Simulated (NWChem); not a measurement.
System: H$_{2}$TeS; SMILES S[TeH]

The following NWChem deck was run.

```
start job
memory heap 200 mb stack 900 mb global 1100 mb
geometry units angstroms noautoz
  Te     0.021414     0.574167     0.013518
  H     -1.641186     0.731300    -0.083764
  S      0.039432    -1.837961     0.069531
  H      0.117737    -2.032716    -1.266899
end
basis spherical
  * library def2-tzvp
end
ecp
  Te library def2-ecp
end
dft
  xc xwpbe 1.00 cpbe96 1.0 hfexch 1.00
  cam 0.4 cam_alpha 0.0 cam_beta 1.0
  iterations 150
  mulliken
end
task dft energy
```

Coordinates come from a PBE0/def2-SVP optimisation. def2 effective core potentials on Te; no spin-orbit coupling.

### Question
What results follow from this input? (LC-wPBE (HJS exchange hole, range parameter 0.4 per bohr)/def2-TZVP with def2 effective core potentials on Te.) Quantities: energy (Ha); highest occupied level (eV); orbital gap (eV); dipole (D).

### Answer
```
Quantity                       Value
---------------------------  -------
energy (Ha)                  -667.34
highest occupied level (eV)    -9.28
orbital gap (eV)                9.51
dipole (D)                      1.24
```
